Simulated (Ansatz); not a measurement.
Basis sets compared for the cluster SnCl2 (the lowest singlet isomer of a short search). Charge 0, multiplicity 1. Geometry r2SCAN-D4/def2-TZVP. Ansatz on 4 threads of Arm Neoverse V2 on a shared host; times are rough, and most runs start from earlier orbitals.

Cartesian coordinates in Å:
```
Sn 0.004 0.563 0.866
Cl 0.085 -1.781 0.541
Cl -0.089 1.218 -1.407
```

In the def2 sets Sn takes a core potential; there is no spin–orbit coupling. The structure comes from a short search, and lower isomers may exist.

Binding counts from free atoms (Sn triplet, Cl doublet) in the same basis, without a counterpoise term.

| level | functions | energy (Eh) | HOMO (eV) | LUMO (eV) | binding per atom (eV) | wall time |
| --- | --- | --- | --- | --- | --- | --- |
| PBE-D4/def2-SVP | 62 | -1134.1445 | -6.73 | -3.60 | 2.78 | 0.35 s |
| PBE-D4/def2-TZVP | 124 | -1134.4767 | -6.96 | -3.78 | 2.82 | 0.65 s |
| r2SCAN-D4/def2-TZVP | 124 | -1134.8675 | -7.27 | -3.74 | 2.75 | 1.7 s |
| PBE0-D4/def2-SVP | 62 | -1134.2245 | -7.86 | -3.00 | 2.66 | 0.55 s |
| PBE0-D4/def2-TZVP | 124 | -1134.5525 | -8.04 | -3.13 | 2.71 | 1.2 s |

Task: Estimate the rows for PBE-D4/def2-TZVPD, r2SCAN-D4/def2-TZVPD, PBE0-D4/def2-TZVPD.

Result: 
```json
{"level": "PBE-D4/def2-TZVPD", "functions": "148", "energy (Eh)": "-1134.4785", "HOMO (eV)": "-7.03", "LUMO (eV)": "-3.84", "binding per atom (eV)": "2.82", "wall time": "1 s"}
{"level": "r2SCAN-D4/def2-TZVPD", "functions": "148", "energy (Eh)": "-1134.8688", "HOMO (eV)": "-7.31", "LUMO (eV)": "-3.77", "binding per atom (eV)": "2.75", "wall time": "2.2 s"}
{"level": "PBE0-D4/def2-TZVPD", "functions": "148", "energy (Eh)": "-1134.5539", "HOMO (eV)": "-8.09", "LUMO (eV)": "-3.18", "binding per atom (eV)": "2.71", "wall time": "1.3 s"}
```
